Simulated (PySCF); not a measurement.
TPSSh on P (phosphorus, neutral), [Ne] 3s2 3p2 3d1, one real determinant (an excited configuration). All numbers are calculated (PySCF 2.14, no relativity, point nucleus, in dyall-av3z).

```
cycle= 1 E= -340.958751433084  delta_E= -0.00652  |g|= 0.015  |ddm|= 0.52
cycle= 2 E= -340.958638008866  delta_E= 0.000113  |g|= 0.00669  |ddm|= 0.306
cycle= 3 E= -340.958434017757  delta_E= 0.000204  |g|= 0.0019  |ddm|= 0.179
cycle= 4 E= -340.958413840595  delta_E= 2.02e-05  |g|= 0.000335  |ddm|= 0.044
cycle= 5 E= -340.958413698295  delta_E= 1.42e-07  |g|= 0.00011  |ddm|= 0.00509
cycle= 6 E= -340.958413703507  delta_E= -5.21e-09  |g|= 2.29e-05  |ddm|= 0.000265
cycle= 7 E= -340.958413702472  delta_E= 1.03e-09  |g|= 1.7e-06  |ddm|= 0.000419
cycle= 8 E= -340.958413702478  delta_E= -5.12e-12  |g|= 1.75e-07  |ddm|= 4.36e-05
converged SCF energy = -340.958413702478  <S^2> = 3.752029  2S+1 = 4.0010144
```

Highest occupied orbital energy: 0.452 eV; ⟨L²⟩ = 7.95; populations by l: s 6.01, p 8.00, d 0.99, f 0.00.

(1) Can this result be used?

Results:

(1) Not for this state. The calculation finished and met its thresholds. ⟨L²⟩ = 7.95 against 12 for a pure F term, so this real determinant mixes terms. The outer electron is Rydberg-like, and this basis confines it to a smaller radius and binds it less than a complete one would. At TPSSh the highest occupied level has a positive energy, so only the finite basis holds that electron; for this excited configuration the basis is too tight for the outer shell.
